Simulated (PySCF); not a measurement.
C4H5Si (SMILES [C]1=C[SiH2]C=C1), doublet, geometry from GFN2-xTB. Base run: M062X/6-31G run with PySCF.

Input for PySCF:
```python
from pyscf import gto, scf, dft, solvent

mol = gto.M(
    atom='''
C    -0.99234661    1.09496073   -0.35614038
C     0.28554489    1.34087140   -0.23863688
Si    1.12141884   -0.34667843    0.21898314
C    -0.58504643   -1.15349629    0.16062675
C    -1.51210849   -0.23220329   -0.15114814
H     0.78242154    2.28301249   -0.36732801
H     1.72118786   -0.30964898    1.55102984
H     2.03428825   -0.79977890   -0.82830472
H    -0.84488504   -2.18601106    0.33912658
H    -2.56913654   -0.43487089   -0.24849571
''',
    basis='6-31g',
    spin=1,
    verbose=4,
)

mf = dft.UKS(mol)
mf.xc = 'm062x'
mf.kernel()
```

Variants of this job, named by their change:

```tsv
change	ΔE vs base (kJ/mol)	dipole (D)
base	0.00	1.01
model = IEF-PCM; solvent = n-hexane; vdw_scale = 1.1	-3.77	1.15
model = IEF-PCM; solvent = n-hexane; vdw_scale = 1.0	-5.41	1.19
model = IEF-PCM; solvent = methanol	-7.81	1.36
model = IEF-PCM; solvent = n-hexane	-2.71	1.13
model = IEF-PCM; solvent = n-hexane; lebedev_order = 11	-2.59	1.13
model = IEF-PCM; solvent = 2-propanol	-7.51	1.35
model = IEF-PCM; solvent = n-hexane; vdw_scale = 1.4	-1.48	1.09
model = ddCOSMO; solvent = n-hexane	-2.86	1.17
model = IEF-PCM; solvent = chloroform	-5.55	1.26
model = C-PCM; solvent = n-hexane	-3.61	1.15
model = IEF-PCM; solvent = n-hexane; r_probe = 0.5	-1.07	1.08
```

The base is the gas phase, so ΔE is the electrostatic part of solvation at a fixed geometry, without cavity and dispersion terms.

Open shells are given as the SCF converged; they aren't shown to be the lowest states, and a large step between rows can be another state.
